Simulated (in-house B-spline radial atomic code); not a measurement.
# Solving the quasi-particle equation for 5p up of Ba VI (Ba5+)

Configuration [Kr] 4d10 5s2 5p3, highest spin, start PBE0; correlation leaves out the 4 deepest shells. Computed with an all-electron radial atomic-structure program (B-spline basis): all electrons, scalar-relativistic (spin-free one-electron X2C), finite nucleus, each spin shell either full or empty, empty states to l = 9 with an (l + 1/2)⁻⁴ tail; G0W0 by contour deformation at full frequency.

Spin-orbit coupling, left out, splits p levels strongly here.

Spin-orbit coupling splits this shell strongly; the level is its average.

At the mean-field level ε = -69.462 eV the matrix elements are Σx = -26.442 eV, v_xc = -22.257 eV and Σc(ε) = -0.999 eV, and the slope of the correlation self-energy is dΣc/dω = -0.0442. The quasi-particle energy solves E = ε + Σx − v_xc + Σc(E).

**Question.** What does the linearised equation give?

**Answer.** Z = 1/(1 − dΣc/dω) = 1/1.0442 = 0.9577. The first-order shift is Σx − v_xc + Σc(ε) = -26.442 − (-22.257) + (-0.999) = -5.184 eV, so E ≈ ε + Z × shift = -69.462 + 0.9577 × (-5.184) = -74.427 eV.

**Question.** How does that compare with the full solution and with static screening?

**Answer.** Solving the equation at full frequency dependence gives E = -74.418 eV, where Σc = -0.771 eV and the weight is 0.954; the linearised value is off by 9 meV. Leaving Z out would give -74.646 eV. Static COHSEX puts -2.940 eV in place of Σc and gives -76.587 eV, 2.17 eV deeper.
